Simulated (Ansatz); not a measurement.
Kohn–Sham single points on C$_{2}$H$_{2}$Te (`C1=C[Te]1`).

```yaml
crystal:
  periodic: [false, false, false]
  atoms:
    - {symbol: C, position_ang: [-0.523154, -0.346055, -0.225601]}
    - {symbol: C, position_ang: [0.334843, 0.564687, -0.002734]}
    - {symbol: Te, position_ang: [1.024885, -1.223568, 1.024625]}
    - {symbol: H, position_ang: [-1.444581, -0.650273, -0.691914]}
    - {symbol: H, position_ang: [0.658007, 1.581609, -0.145775]}
basis:
  gaussian: {orbitals: def2-TZVPP}
hamiltonian: {xc: {name: r2SCAN0}, dispersion: d4}
output: {orbitals: {seedname: orbitals}}
```

```sh
$ ansatz run in.yaml --threads 2 --pin off --events-out ev --progress --plain --max-ram 4352MiB
```

Output, abridged:

```
Functional definition: r2SCAN0
916 factors; their error is unknown
mean field evaluation 1: about -9392.1451 eV, gradient 5.0e1 eV
mean field evaluation 2: about -9380.6618 eV, gradient 8.1e1 eV
mean field evaluation 4: about -9398.3740 eV, gradient 3.0e0 eV
mean field evaluation 8: about -9398.3865 eV, gradient 2.5e-2 eV
mean field evaluation 16: about -9398.5404 eV, gradient 7.8e-5 eV
mean field -9398.54041586 eV, -345.3899897235 hartree, gradient 6.2e-6 eV, S^2 0.000000; 0 other end points of the search recorded, 0 dependent functions left out
reference -9398.54042334 eV, -345.3899899981 hartree; 19, 19 occupied and 121, 121 virtual orbitals, 916 factors
Total energy: -9398.56701602 eV, -345.3909672612 hartree
```

Run time 3.2 s (2 threads of an Arm Neoverse V1 on a shared host); peak host memory 0.26 GiB.

The same input with `hamiltonian: {xc: {name: BLYP}, dispersion: d4}` (abridged; 1.4 s):

```
Functional definition: BLYP
mean field evaluation 16: about -9396.0041 eV, gradient 9.4e-5 eV
mean field -9396.00408932 eV, -345.2967814422 hartree, gradient 8.4e-5 eV, S^2 0.000000
Total energy: -9396.23899081 eV, -345.3054139128 hartree
```

The same input with `hamiltonian: {xc: pbe, dispersion: d4}` and forces (abridged; 1.7 s):

```
Functional definition: PBE
mean field evaluation 16: about -9395.2369 eV, gradient 2.4e-3 eV
mean field -9395.23693250 eV, -345.2685889490 hartree, gradient 1.7e-5 eV, S^2 0.000000
Total energy: -9395.34160473 eV, -345.2724355826 hartree
Atom 0 force    -0.531984    -0.436165    -0.181725 eV/Å
Atom 1 force     0.417849     0.572244     0.064932 eV/Å
Atom 2 force     0.270997    -0.322833     0.275951 eV/Å
Atom 3 force    -0.208737    -0.044914    -0.113436 eV/Å
Atom 4 force     0.051875     0.231668    -0.045723 eV/Å
Dipole moment:    -0.201905     0.240509    -0.205572 e Å
```

The same input with `hamiltonian: {xc: {name: r2SCANh}, dispersion: d4}` (abridged; 3.1 s):

```
Functional definition: r2SCANh
mean field evaluation 16: about -9399.1908 eV, gradient 4.4e-5 eV
mean field -9399.19076347 eV, -345.4138895572 hartree, gradient 4.4e-5 eV, S^2 0.000000
Total energy: -9399.21443638 eV, -345.4147595205 hartree
```

Changing it to `hamiltonian: {xc: {name: B2PLYP}}` (abridged; 3.2 s):

```
Functional definition: B2PLYP
mean field evaluation 16: about -9384.6268 eV, gradient 1.2e-4 eV
mean field -9384.62683496 eV, -344.8786750563 hartree, gradient 4.1e-6 eV, S^2 0.000000
6 core orbitals not correlated: weight in the atoms' cores, before any rotation towards them, 1.000 or more for the frozen orbitals, at most 0.000 for the correlated occupied ones
second order -25.37045737 eV of doubles, -0.00000000 eV of singles
Total energy: -9391.47698639 eV, -345.1304134781 hartree
```

With the line `hamiltonian: {xc: {name: PBE-QIDH}}` (abridged; 3.4 s):

```
Functional definition: PBE-QIDH
mean field evaluation 16: about -9383.0073 eV, gradient 2.0e-5 eV
mean field -9383.00726315 eV, -344.8191568899 hartree, gradient 1.6e-6 eV, S^2 0.000000
6 core orbitals not correlated: weight in the atoms' cores, before any rotation towards them, 1.000 or more for the frozen orbitals, at most 0.000 for the correlated occupied ones
second order -23.68043534 eV of doubles, -0.00000000 eV of singles
Total energy: -9390.90075117 eV, -345.1092372242 hartree
```
